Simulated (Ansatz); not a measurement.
Geometry optimisation, Ansatz, RKS PBE-D4/STO-3G.

Input:

```yaml
crystal:
  periodic: [false, false, false]
  atoms:
    - { symbol: C, position_ang: [-1.7392, 0.3629, -0.3513] }
    - { symbol: "N", position_ang: [-0.3663, 0.6864, -0.3603] }
    - { symbol: Si, position_ang: [0.7405, -0.108, 0.5434] }
    - { symbol: "N", position_ang: [1.2859, -1.3648, -0.429] }
    - { symbol: O, position_ang: [2.0771, 0.8426, 0.7022] }
    - { symbol: F, position_ang: [0.1943, -0.5931, 1.938] }
    - { symbol: H, position_ang: [-1.967, -0.6247, -0.6549] }
    - { symbol: H, position_ang: [-2.2006, 0.6073, 0.6118] }
    - { symbol: H, position_ang: [-2.2844, 1.0757, -1.0454] }
    - { symbol: H, position_ang: [-0.2301, 1.6782, -0.1316] }
    - { symbol: H, position_ang: [1.2442, -0.9842, -1.341] }
    - { symbol: H, position_ang: [0.4424, -2.0056, -0.4302] }
    - { symbol: H, position_ang: [2.8235, 0.3926, 0.9632] }
basis:
  gaussian: { orbitals: STO-3G }
hamiltonian:
  xc: pbe
  dispersion: d4
relax:
  f_tol: 0.02
  max_steps: 40
scf:
  lower_state_search: "off"
```

Command:

```bash
$ ansatz run input.yaml --threads 1 --pin off --max-ram 2048MiB --backend cpu --events-out ev --progress --plain --runs-dir out
```

Question: Where does it end, and by what steps?

Answer: The forces met the threshold. Limits of this set-up: minimal basis. After 14 steps the energy has fallen by 1.967 eV; H12 moved furthest, 0.60 Å.

```
step  energy less start (eV)  largest force component (eV/Å)  accepted
   0                  0.0000                           5.749       yes
   1                 -1.6260                           2.126       yes
   2                 -1.8865                           1.022       yes
   3                 -1.9442                           0.373       yes
   4                 -1.9479                           0.242       yes
   5                 -1.9575                           0.200       yes
   6                 -1.9608                           0.068       yes
   7                 -1.9638                           0.072       yes
   8                 -1.9651                           0.051       yes
   9                 -1.9662                           0.041       yes
  10                 -1.9666                           0.060       yes
  11                 -1.9669                           0.040       yes
  12                 -1.9671                           0.030       yes
  13                 -1.9672                           0.021       yes
  14                 -1.9672                           0.008       yes
```

```xyz
13
Properties=species:S:1:pos:R:3
C -1.836 0.534 -0.333
N -0.382 0.901 -0.439
Si 0.751 -0.110 0.497
N 1.440 -1.462 -0.455
O 2.017 0.965 0.923
F 0.048 -0.781 1.830
H -1.972 -0.517 -0.663
H -2.279 0.620 0.692
H -2.437 1.180 -1.009
H -0.293 1.915 -0.149
H 1.214 -1.293 -1.478
H 0.898 -2.349 -0.238
H 2.851 0.362 0.837
```

Whether the end is a true minimum wasn't checked by a vibrational analysis.

Run time: 78 s on 1 thread of Arm Neoverse N1 (shared host), peak memory 0.17 GiB.
